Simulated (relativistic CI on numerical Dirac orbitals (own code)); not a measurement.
## Transition arrays of Ce19+

Computed by Dirac-Coulomb-Breit CI, separate exchange-only KLI orbitals for each configuration, model QED, valence Slater integrals scaled by 0.9, whole transition arrays (own radial code, finite nucleus).

CI space (outside the closed core [Ar] 3d10 4s2): 4p6.4d3, 4p6.4d2.4f, 4p5.4d4, 4p6.4d2.5p, 4p6.4d2.5f. Levels of other configurations are missing.

All E1 lines from the levels of 4p6.4d3; mean and standard deviation are weighted by gf, and upper levels are sorted by their leading configuration.

```
Upper configuration  Lines    Σgf  Mean (eV)  Mean (nm)  σ (eV)  Strongest line (nm)
         4p6.4d2.4f    421  202.9     139.20      8.907    4.84                8.803
            4p5.4d4   2018  544.2     139.99      8.857    7.87                8.644
         4p6.4d2.5p    466   38.3     196.38      6.314    3.11                6.279
         4p6.4d2.5f    721   47.1     289.00      4.290    2.93                4.297
```

Σgf per state of the lower configuration in bins of 0.2 nm over the central range (centre: value): 4.3: 0.38, 6.1: 0.03, 6.3: 0.24, 6.5: 0.05, 8.3: 0.08, 8.5: 0.36, 8.7: 2.79, 8.9: 2.32, 9.1: 0.23, 9.3: 0.03, 9.5: 0.03, 10.3: 0.03, 10.5: 0.04.

How do configuration mixing and the scaling of the Slater integrals move the arrays?

Slater scale 0.9, no configuration mixing: 4p6.4d2.4f 129.2 ± 5.2 eV (Σgf 264.0), 4p5.4d4 129.7 ± 11.4 eV (Σgf 420.2), 4p6.4d2.5p 196.5 ± 3.1 eV (Σgf 44.3), 4p6.4d2.5f 288.9 ± 2.9 eV (Σgf 52.4); Slater scale 1: 4p6.4d2.4f 141.6 ± 4.9 eV (Σgf 193.9), 4p5.4d4 142.6 ± 7.8 eV (Σgf 567.9), 4p6.4d2.5p 196.4 ± 3.3 eV (Σgf 37.4), 4p6.4d2.5f 289.0 ± 3.1 eV (Σgf 46.8); Slater scale 0.8: 4p6.4d2.4f 137.1 ± 4.6 eV (Σgf 246.8), 4p5.4d4 137.2 ± 8.2 eV (Σgf 485.8), 4p6.4d2.5p 196.4 ± 2.9 eV (Σgf 39.2), 4p6.4d2.5f 289.0 ± 2.8 eV (Σgf 47.5). With mixing, levels are counted to their leading configuration, so an array can shrink or vanish into another, and the sums then hold other lines.
